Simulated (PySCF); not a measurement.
## Relaxation of singlet BiBr3

These are results of PBE/[Bi def2-SVP with ECP60, Br def2-SVP], scalar-relativistic core potentials, density fitting, no spin–orbit coupling, PySCF, not measurements. A (50,194) grid was used.

A start displaced from a saddle point along its imaginary mode, of C3v symmetry, held to at least that symmetry:

```xyz
4
charge 0 multiplicity 1, angstrom
Bi    0.0000    0.2500    0.0000
Br    0.0006   -0.2208    2.7078
Br    2.3447   -0.2206   -1.3545
Br   -2.3454   -0.2206   -1.3534
```

(1) What does it relax to?

(2) How much energy is released, and in how many steps?

Results:

(1) It ends at C3v with Bi–Br 2.638 Å (×3); Br–Bi–Br 100.9° (×3) (after a last refinement on a finer grid). A frequency run shows a minimum. Other isomers or separated fragments may lie lower.

(2) 57.2 kJ/mol in 5 steps.

No spin–orbit coupling is included, which matters more the heavier the element.
